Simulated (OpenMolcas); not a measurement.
**What dynamic correlation does to the levels of Hg I**

```yaml
Program: OpenMolcas
Basis: ANO-RCC-VQZP [9s8p6d4f2g1h]
Scalar_Hamiltonian: DKH2, point nucleus
Active_space: 2 electrons in 4 orbitals (6s 6p)
State_averaging: 2S+1 = 3 even, 3 roots (0 in the spin-orbit step); 2S+1 = 1 even, 1 root; 2S+1 = 3 odd, 3 roots; 2S+1 = 1 odd, 3 roots
Spin-orbit_coupling: RASSI with atomic mean-field integrals over the reference wave functions, term energies averaged over their components
```

Methods on the same reference wave functions:
A. CASSCF
B. SS-CASPT2, IPEA 0.25 Eh, imaginary shift 0.1 Eh (closed shells correlated: 5d)

Energies in cm-1 above 6s2 1S0, the measured ground level; measured values from NIST Handbook of Basic Atomic Spectroscopic Data.

```
      Level      A      B  Measured
    6s2 1S0    0.0    0.0       0.0
6s 6p 3P* 0  32340  37989     37645
6s 6p 3P* 1  34021  39654     39412
6s 6p 3P* 2  37630  43279     44043
6s 6p 1P* 1  51416  54208     54069
```

Deviations, from unrounded energies. A percentage is the sum of absolute deviations over the sum of measured energies, with the sign that they share, or ± where signs differ.

```
           Against measurement  Levels      A     B
mean absolute deviation (cm-1)       4   4900   370
      other configurations (%)       4  -11.3  ±0.8
```

B lies closest to measurement on these levels. The largest miss of B in the table is 6s 6p 3P* 2, by -760 cm-1. The ranking rests on the paired levels alone, and a cruder setting can come out closer through cancelling errors.

The lowest spin-free term lies below A's lowest term by 0.430 hartree in B.

Some high roots are left out of the spin-orbit mixing, which shifts the levels that they would mix with. Spin-orbit splittings of 6p shells tend to come out small when the coupling is added on scalar orbitals. Computed and measured levels are paired by configuration, term and J; levels that our copy of the source lacks, or whose pairing is in doubt (as where it misses far off the trend of its configuration), stay unpaired and out of the deviations. Levels of configurations outside the active space are missing.

* marks odd parity.
